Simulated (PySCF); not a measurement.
Electronic structure of Ru⁺ (ruthenium, charge +1) at the UHF level

Configuration: [Kr] 4d7, high-spin 4F determinant. All numbers are calculated (PySCF 2.14, scalar relativity through the core potential, in cc-pwCVTZ-PP with ECP28MDF (7s7p6d3f2g, 97 functions)).

```json
{
  "Total energy": "-93.585016 hartree",
  "One-electron energy": "-160.4910 hartree",
  "Hartree (Coulomb) energy": "76.3011 hartree",
  "Exchange energy": "-9.3951 hartree",
  "⟨S²⟩": "3.7561",
  "⟨L²⟩": "12.062",
  "Sum of ⟨r⟩": "20.39 bohr",
  "Sum of ⟨r²⟩": "33.49 bohr²"
}
```

```json
{"shell": "4s α", "electrons": "1", "mean orbital energy (hartree)": "-3.80412", "spread (hartree)": "0", "rms radius, mean of both spins (bohr)": "1.10"}
{"shell": "4s β", "electrons": "1", "mean orbital energy (hartree)": "-3.62222", "spread (hartree)": "0", "rms radius, mean of both spins (bohr)": "1.10"}
{"shell": "4p α", "electrons": "3", "mean orbital energy (hartree)": "-2.54128", "spread (hartree)": "0", "rms radius, mean of both spins (bohr)": "1.22"}
{"shell": "4p β", "electrons": "3", "mean orbital energy (hartree)": "-2.30870", "spread (hartree)": "0", "rms radius, mean of both spins (bohr)": "1.22"}
{"shell": "4d α", "electrons": "5", "mean orbital energy (hartree)": "-0.69654", "spread (hartree)": "0.04080", "rms radius, mean of both spins (bohr)": "1.78"}
{"shell": "4d β", "electrons": "2", "mean orbital energy (hartree)": "-0.61000", "spread (hartree)": "0", "rms radius, mean of both spins (bohr)": "1.78"}
```

Energies and moments cover only the electrons outside the core potential.
